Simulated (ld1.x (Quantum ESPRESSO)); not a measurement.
# Before and after: ultrasoft potential for S (Z = 16)

| Quantity | Value |
| --- | --- |
| Element | sulfur |
| Generator | ld1.x (Quantum ESPRESSO) 7.5 |
| Type | ultrasoft |
| Functional | PBEsol |
| Relativity | scalar-relativistic |
| Frozen core | [Ne] |
| Valence charge | 6 |
| Reference configuration | 3s1.75 3p4.25 |
| Partial waves | 3s (bound): rcut 0.95, rcutus 1.25 bohr; 3s channel at 1.8 Ry: rcut 0.95, rcutus 1.25 bohr; 3p (bound): rcut 1.25, rcutus 1.35 bohr; 3p channel at 0.4 Ry: rcut 1.25, rcutus 1.35 bohr; 3d channel at -0.2 Ry: rcut 1.05, rcutus 1.30 bohr; 3d channel at 1.6 Ry: rcut 1.05, rcutus 1.30 bohr |
| Local potential | all-electron potential smoothed inside 0.95 bohr (lloc = -1) |
| Core correction | Bessel-smoothed model core inside 1.25 bohr |
| Augmentation charge | PSQ, inside the norm-conserving radii |

All-electron outer shells of the reference configuration (PBEsol, scalar-relativistic, ld1.x):

```
shell  level (eV)  outermost node (bohr)  outermost maximum (bohr)
   2s     -211.61                   0.13                      0.39
   2p     -156.68                      –                      0.33
   3s      -17.37                   0.60                      1.40
   3p       -7.12                   0.58                      1.59
```

Change: core correction none.

Cutoffs: the cutoffs (Ry, on a coarse ladder) from which the occupation-weighted sum of valence levels, in a spherical-Bessel basis at the reference potential, stays within 10 and 1 mRy of its value at 400 Ry; they do not see the model core or the augmentation charge, which bear on the density cutoff. Errors are all-electron minus pseudo energies relative to the spin-unpolarised reference configuration.

**Question.** Predict the effect on cutoff, ghosts and configuration errors.

**Answer.** The potential gets neither clearly harder nor softer (21 Ry and 70 Ry → 21 Ry and 70 Ry); both files keep a bound ghost (s); of the 7 tests that both files solve, the error grows in 7 and shrinks in 0 by more than 15 % and 0.3 meV (median size 0.5 → 7.1 meV). Exchange and correlation are not linear in the density, so unscreening with the valence charge alone errs where core and valence overlap; a model core restores that term.

| quantity | base | changed |
| --- | --- | --- |
| cutoff, loose | 21 Ry | 21 Ry |
| cutoff, tight | 70 Ry | 70 Ry |
| bound ghosts | s | s |
| error for 3s2 3p4, meV [ΔE -2.56 eV] | +0.2 | +0.6 |
| error for 3s2 3p3, meV [ΔE 9.18 eV] | +0.5 | +1.9 |
| error for 3s2 3p2, meV [ΔE 31.42 eV] | -0.3 | +7.3 |
| error for 3s1 3p5, meV [ΔE 7.72 eV] | +1.4 | +7.1 |
| error for 3s0 3p6, meV [ΔE 18.12 eV] | +11 | +57 |
| error for 3s2 3p0, meV [ΔE 112.17 eV] | -11 | +17 |
| error for 3s2 3p3.5, meV [ΔE 2.09 eV] | +0.4 | +1.0 |
| s: phases at 1.50 bohr within 0.05 rad from the reference energy up to (Ry; the scan ends near 5) | to the end of the scan | to the end of the scan |
| p: phases at 1.50 bohr within 0.05 rad from the reference energy up to (Ry; the scan ends near 5) | to the end of the scan | to the end of the scan |
| d: phases at 1.50 bohr within 0.05 rad from the reference energy up to (Ry; the scan ends near 5) | to the end of the scan | to the end of the scan |
| lowest overlap eigenvalue by channel | s 0.51, p 0.72, d 0.92 | s 0.51, p 0.72, d 0.92 |

 A true bound ghost makes a file unfit for plane-wave use even where its test errors are small: the radial tests pick states by their node count and pass the ghost by.
